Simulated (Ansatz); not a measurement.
## Relative stability

The two ends of one reaction step of CH7BrSn, closed shell (PBE0-D4/def2-TZVP).

A:

Sn1  (-0.898, 0.690, -0.520)
C2  (-0.380, -1.268, 0.156)
H3  (-1.236, 0.702, -2.193)
H4  (-2.232, 1.315, 0.343)
H5  (0.435, 1.747, -0.252)
H6  (2.021, 1.132, 0.522)
Br7  (3.157, 0.502, 1.123)
H8  (0.490, -1.630, -0.391)
H9  (-1.215, -1.949, -0.007)
H10  (-0.141, -1.241, 1.219)
(Å)

B:

Sn1  (-0.472, 2.157, -0.446)
C2  (0.310, -2.133, 0.314)
H3  (-1.005, 0.596, -0.854)
H4  (-1.647, 3.045, 0.403)
H5  (0.136, 3.008, -1.786)
H6  (0.839, -1.272, 0.721)
Br7  (1.439, 1.865, 1.115)
H8  (0.388, -2.128, -0.773)
H9  (-0.740, -2.087, 0.603)
H10  (0.752, -3.050, 0.704)
(Å)

Program: Ansatz 0.2.0. Basis: def2-TZVPP. Cores are frozen in the correlated methods. Filled d shells of the heavier atoms are correlated. Core potentials replace the inner electrons of the atoms past krypton. The def2 sets are not built for correlating such inner shells, so the correlated values are less sure here. B3LYP uses VWN-RPA correlation.

Which structure is lower at CCSD(T), and by how much? (An estimate is asked for; the value comes from the calculation.)

By the calculation: B, by 116.2 kJ/mol (electronic energy, against the other). By their contacts, A is a complex of CH₆Sn ([CH3][SnH3]) + HBr and B is a complex of SnH₃Br ([Br][SnH3]) + CH₄.

All methods give the same order:

```csv
method,E(B) − E(A) (kJ/mol)
SPW92,-106.4
PBE-D4,-118.8
BLYP-D4,-122.2
r2SCAN-D4,-127.6
B97M-V,-128.7
PBE0-D4,-124.6
B3LYP-D4,-127.0
r2SCAN0-D4,-130.3
BHLYP-D4,-135.5
CAM-B3LYP-D4,-125.9
wB97X-V,-126.9
wB97M-V,-125.8
B2PLYP,-126.8
PBE-QIDH,-125.6
RPA on PBE,-113.2
HF,-152.1
MP2,-117.7
CCSD,-119.7
CCSD(T),-116.2
```

The T1 diagnostic stays at or below 0.010.

Labels in which every atom is bracketed show which atoms are joined, not bond orders.

For scale, one of the runs: CCSD(T)/def2-TZVPP, 227 basis functions, launched by `ansatz run in.yaml --threads 8 --pin off --events-out ev --progress --plain --max-ram 19148MiB`. Time: 73 s of wall clock on 8 CPU threads of a Oxide Virtual Turin-like; the host was shared. Peak host memory: 4.2 GiB.
